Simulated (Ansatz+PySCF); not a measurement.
## singlet GeH₄: levels of theory in one basis

```xyz
5

Ge   -0.0356    0.0261    0.0235
H     0.8951    0.9195    0.9251
H     0.9254   -0.8554   -0.8820
H    -0.8425    0.9050   -0.8745
H    -0.9051   -0.8424    0.8751
```

Basis set: def2-SVP (spherical functions). Frozen core: 9 orbitals. Charge 0, multiplicity 1.

Computed with Ansatz (development build ahead of 0.2.0); each method stands on the lowest determinant of its kind that the runs found. NEVPT2 correlates all electrons. Active spaces start from the frontier orbitals, and the lowest solution found is given.

```json
{"method": "RHF", "E − E(RHF) (eV)": "0.00", "<S²> of the determinant": "0.00"}
{"method": "RHF-MP2", "E − E(RHF) (eV)": "-6.78", "<S²> of the determinant": "–"}
{"method": "RHF-CCSD(T)", "E − E(RHF) (eV)": "-7.42", "<S²> of the determinant": "–"}
{"method": "CASSCF(8,8)", "E − E(RHF) (eV)": "-1.59", "<S²> of the determinant": "–"}
{"method": "SC-NEVPT2(8,8)", "E − E(RHF) (eV)": "-8.03", "<S²> of the determinant": "–"}
```

What does RHF-CCSD give on the same scale?

-7.25 eV.

Is a single determinant a sound starting point here?

By this sign, yes. Unrestricted orbitals gain 0.00 eV and <S²> is 0.00 against 0.00 for a pure state. The CASSCF(8,8) natural occupations are 1.99, 1.98, 1.97, 1.97, 0.03, 0.02, 0.02, 0.02.
